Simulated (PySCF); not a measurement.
B(F)(OH)(NMe2) (C2H7BFNO), SMILES N(C)(C)B(F)O. Atoms are numbered in the order given.

```xyz
13

B     -0.0186    -0.7986     0.0000
F     -1.2148    -1.4015     0.0000
O      1.0617    -1.6255     0.0000
H      1.9061    -1.1703     0.0000
N      0.0223     0.6162     0.0000
C     -1.1845     1.4053     0.0000
C      1.2319     1.3899     0.0000
H     -1.2403     2.0579     0.8910
H     -1.2403     2.0579    -0.8910
H     -2.0621     0.7483     0.0000
H      1.3016     2.0422    -0.8905
H      1.3016     2.0422     0.8905
H      2.1250     0.7480     0.0000
```

Geometry optimised at PBE0-D3(BJ)/def2-SVP. The structure was generated by enumeration, and PubChem lists no compound with its InChIKey, so it may never have been made. One conformer was computed; it need not be the lowest.

These are PBE/pcSseg-1 (PySCF) values and carry that method's errors.

GIAO shieldings, no solvent; atoms listed in one row are averaged. δ = σ(ref) − σ: ¹¹B against BF3 (σ = 83.9 ppm); ¹⁹F against CFCl3 (σ = 133.6 ppm); ¹⁷O against H2O (σ = 334.3 ppm); ¹H against TMS (σ = 31.49 ppm); ¹⁵N against NH3 (σ = 267.0 ppm); ¹³C against TMS (σ = 182.0 ppm), references at their B3LYP-D3(BJ)/def2-TZVP geometries, non-relativistic.

Computed chemical shifts:
```
nucleus          atoms  count  δ (ppm)
-------  -------------  -----  -------
¹¹B                 B1      1      6.5
¹⁹F                 F2      1   -172.9
¹⁷O                 O3      1     86.4
¹H                  H4      1     3.06
¹H         H8, H9, H10      3     2.95
¹H       H11, H12, H13      3     2.73
¹⁵N                 N5      1     66.9
¹³C                 C7      1     40.6
¹³C                 C6      1     39.0
```
